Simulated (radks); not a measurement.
These are the eigenvalues of the occupied orbitals of an atom or ion with whole-number occupations (eV). Method: Dirac Kohn-Sham, revPBE, spin-unpolarised, spherical densities, finite nucleus; Fermi nuclear charge, rms radius of each element as measured or else 0.836 A^(1/3) + 0.57 fm; computed with a radial shooting solver on a logarithmic mesh with Libxc functionals.

1s1/2: -273.6245
2s1/2: -13.7822
2p1/2: -5.2435
2p3/2: -5.2349

Which element is it, and in what charge state? The configuration may be excited. Open shells, if any, are shared by 2j + 1.

Answer. Z = 6, carbon, charge 0: C in [He] 2s2 2p2. The list shows which subshells hold electrons but not how many an open one holds; the 1s level, -10.056 hartree, gives Z - s = 4.5 by -(Z - s)^2/2, which with screening and relativity narrows Z to a few neighbours, and the depths of the outer levels then fix element, charge and occupations together.
